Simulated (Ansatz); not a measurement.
Geometry optimisation, RKS PBE/def2-mTZVP (Ansatz).

Input:

```yaml
crystal:
  periodic: [false, false, false]
  atoms:
    - { symbol: Sn, position_ang: [0.396544, 0.252434, -0.496005] }
    - { symbol: C, position_ang: [-0.010678, 0.321059, 2.842494] }
    - { symbol: H, position_ang: [-1.007487, 0.24107, 2.390292] }
    - { symbol: H, position_ang: [0.499767, -0.649012, 2.779076] }
    - { symbol: H, position_ang: [-0.121855, 0.60254, 3.898536] }
    - { symbol: H, position_ang: [1.285489, 0.000512, -1.954562] }
    - { symbol: H, position_ang: [-1.072921, 1.071895, -0.874967] }
    - { symbol: H, position_ang: [0.035669, -1.278213, 0.200294] }
    - { symbol: H, position_ang: [1.31823, 1.23671, 0.592284] }
    - { symbol: H, position_ang: [0.587142, 1.078505, 2.307758] }
basis:
  gaussian: { orbitals: def2-mTZVP }
hamiltonian:
  xc: pbe
relax:
  f_tol: 0.03
  max_steps: 50
```

Run as:

```bash
$ ansatz run input.yaml --threads 1 --pin off --max-ram 2048MiB --backend cpu --events-out ev --progress --plain --runs-dir out
```

Task: Where does it end, and by what steps?

Result: It converged. The force dipped under the threshold on the way, but the program's further checks kept it going. After 11 steps the energy has fallen by 0.219 eV; H9 moved furthest, 0.79 Å.

```json
{"step": "0", "energy less start (eV)": "0.0000", "largest force component (eV/Å)": "0.428", "accepted": "yes"}
{"step": "1", "energy less start (eV)": "-0.1255", "largest force component (eV/Å)": "0.222", "accepted": "yes"}
{"step": "2", "energy less start (eV)": "-0.1921", "largest force component (eV/Å)": "0.102", "accepted": "yes"}
{"step": "3", "energy less start (eV)": "-0.2108", "largest force component (eV/Å)": "0.177", "accepted": "yes"}
{"step": "4", "energy less start (eV)": "-0.2150", "largest force component (eV/Å)": "0.175", "accepted": "yes"}
{"step": "5", "energy less start (eV)": "-0.2173", "largest force component (eV/Å)": "0.115", "accepted": "yes"}
{"step": "6", "energy less start (eV)": "-0.2184", "largest force component (eV/Å)": "0.035", "accepted": "yes"}
{"step": "7", "energy less start (eV)": "-0.2188", "largest force component (eV/Å)": "0.027", "accepted": "yes"}
{"step": "8", "energy less start (eV)": "-0.2188", "largest force component (eV/Å)": "0.040", "accepted": "yes"}
{"step": "9", "energy less start (eV)": "-0.2189", "largest force component (eV/Å)": "0.012", "accepted": "yes"}
{"step": "10", "energy less start (eV)": "-0.2187", "largest force component (eV/Å)": "0.045", "accepted": "no"}
{"step": "11", "energy less start (eV)": "-0.2191", "largest force component (eV/Å)": "0.007", "accepted": "yes"}
```

```xyz
10
Properties=species:S:1:pos:R:3
Sn 0.527 0.233 -0.992
C -0.144 0.342 3.329
H -1.107 0.359 2.804
H 0.349 -0.623 3.158
H -0.314 0.481 4.404
H 1.124 -0.047 -2.583
H -1.001 1.022 -1.084
H 0.348 -1.270 -0.173
H 1.635 1.229 -0.131
H 0.494 1.151 2.953
```

Whether the end is a true minimum wasn't checked by a vibrational analysis.

Time of the run: 14 s on 1 thread of Intel(R) Xeon(R) 6975P-C (Granite Rapids), on a shared host, peak memory 0.17 GiB.
